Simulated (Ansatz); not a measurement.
Species: C3H10Sn, charge 0, multiplicity 1. 
Coordinates optimised at B3LYP-D3(BJ)/def2-TZVP (Ansatz, a first-principles code):
SMILES: [CH3][SnH]([CH3])[CH3]
```xyz
14

C      1.9024    -0.3181    -0.8192
Sn     0.0306    -0.0550     0.2329
C     -1.4696    -1.3580    -0.6224
C     -0.6142     2.0026     0.0590
H      1.7709    -0.0710    -1.8724
H      2.2379    -1.3515    -0.7393
H      2.6668     0.3337    -0.3976
H      0.2489    -0.4481     1.8973
H     -2.4180    -1.2345    -0.1009
H     -1.1561    -2.3982    -0.5412
H     -1.6123    -1.1144    -1.6750
H     -0.7540     2.2574    -0.9913
H      0.1337     2.6696     0.4864
H     -1.5570     2.1481     0.5850
```
Charge 0, spin multiplicity 1.

Basis-set convergence of Hartree-Fock and CCSD correlation energies (hartree) with Ansatz. Cores are frozen in the correlated levels unless marked. No spin-orbit coupling. The frozen core is the preceding noble-gas configuration, with the filled d and f shells of earlier blocks. In def2 rows, elements after Kr have scalar-relativistic effective core potentials.

```tsv
basis	functions	E(HF)	E(corr, CCSD)
def2-SVPD	172	-332.67171	-0.62502
def2-TZVPPD	337	-332.81259	-0.71624
def2-QZVPPD	607	-332.81993	-0.74683
```

Extrapolating the two largest sets (X = 3 and 4) as X^-3: E(corr) = (64·(-0.74683) - 27·(-0.71624))/37 = -0.7692 Eh, an estimate of the basis-set limit. The largest set recovers 97.1 % of it, the smallest 81.3 %.
